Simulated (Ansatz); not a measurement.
Isomers of C4H10, B3LYP-D3(BJ)/def2-TZVP minima from an xTB search, which can miss the lowest.
Isomer 1, SMILES CC(C)C (charge 0, multiplicity 1):
```xyz
14

C     -0.2621     1.2005    -0.7819
C     -0.1017     0.1818     0.3466
C     -1.0401    -1.0087     0.1484
C      1.3510    -0.2791     0.4671
H      0.0019     0.7536    -1.7447
H     -1.2921     1.5568    -0.8522
H      0.3844     2.0674    -0.6296
H     -0.3772     0.6745     1.2862
H     -0.9522    -1.7248     0.9682
H     -2.0825    -0.6879     0.0917
H     -0.8031    -1.5355    -0.7805
H      1.6741    -0.7784    -0.4509
H      1.4770    -0.9847     1.2911
H      2.0225     0.5645     0.6404
```
Isomer 2, SMILES CCCC (charge 0, multiplicity 1, Z-matrix in Å and degrees):
```
C
H 1 1.0952
H 1 1.0952 2 106.04
C 1 1.5258 2 109.59 3 -118.21
H 4 1.0916 1 111.57 2 58.03
H 4 1.0928 5 107.74 1 -122.14
H 4 1.0928 5 107.74 6 -115.73
C 1 1.5272 2 109.10 3 117.37
H 8 1.0952 1 109.10 2 64.67
H 8 1.0952 9 106.04 1 -117.37
C 8 1.5258 9 109.59 10 -118.21
H 11 1.0916 8 111.57 9 58.04
H 11 1.0928 12 107.74 8 -122.14
H 11 1.0928 12 107.74 13 -115.73
```

Frozen-core correlation. MP2 and its Hartree–Fock in cc-pVQZ are density fitted.

Programs: Ansatz (Gaussian orbitals). Each number belongs to the level named beside it.

The energy of isomer 2 above isomer 1 is E(isomer 2) − E(isomer 1). Total energies (hartree):

```tsv
level	isomer 2	isomer 1
HF/cc-pVTZ	-157.3554903	-157.3559935
MP2/cc-pVTZ	-158.0737999	-158.0765808
HF/cc-pVQZ	-157.3655122	-157.3660105
MP2/cc-pVQZ	-158.1270629	-158.1299064
CCSD(T)/cc-pVTZ	-158.1537545	-158.1560269
```

Problem. Work out the energy of isomer 2 above isomer 1 at the basis-set limit: extrapolate the MP2 correlation part as X⁻³, take Hartree–Fock from the larger set, and add the CCSD(T) − MP2 difference of cc-pVTZ.

Solution. 
1. Differences (1 hartree = 627.509 kcal/mol): HF/cc-pVTZ 0.316; MP2/cc-pVTZ 1.745; HF/cc-pVQZ 0.313; MP2/cc-pVQZ 1.784; CCSD(T)/cc-pVTZ 1.426.
2. Correlation parts, MP2 less HF: 1.429 in cc-pVTZ (X = 3), 1.472 in cc-pVQZ (X = 4).
3. Limit (4³·(1.472) − 3³·(1.429))/(4³ − 3³) = 1.502; with HF/cc-pVQZ it gives 1.815.
4. CCSD(T) less MP2 in cc-pVTZ: -0.319.
Result: 1.50 kcal/mol, against 1.75 at MP2/cc-pVTZ. It is an estimate of this method's limit, not of the exact value.

Ansatz is an electronic-structure program.
